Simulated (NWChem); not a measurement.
Species: SiHO₂ cation; SMILES [Si](=O)=[OH+]

Program: NWChem. Coordinates come from a PBE0/def2-SVP optimisation. Core excitations by TDA in a window of 1s orbitals, non-relativistic and unshifted: absolute energies depend strongly on the exact-exchange share.

Problem. Estimate the computed values for Si K edge, B3LYP/def2-TZVP. Quantities: first 1s excitation (eV); dipole oscillator strength of the first; first state with f > 0.002 (eV); dipole oscillator strength of that state.

Solution. The first 1s excitation (eV) comes out as 1796.3 and the dipole oscillator strength of the first is 0.0004. The first state with f > 0.002 (eV) is 1799.5 and the dipole oscillator strength of that state is 0.0073.
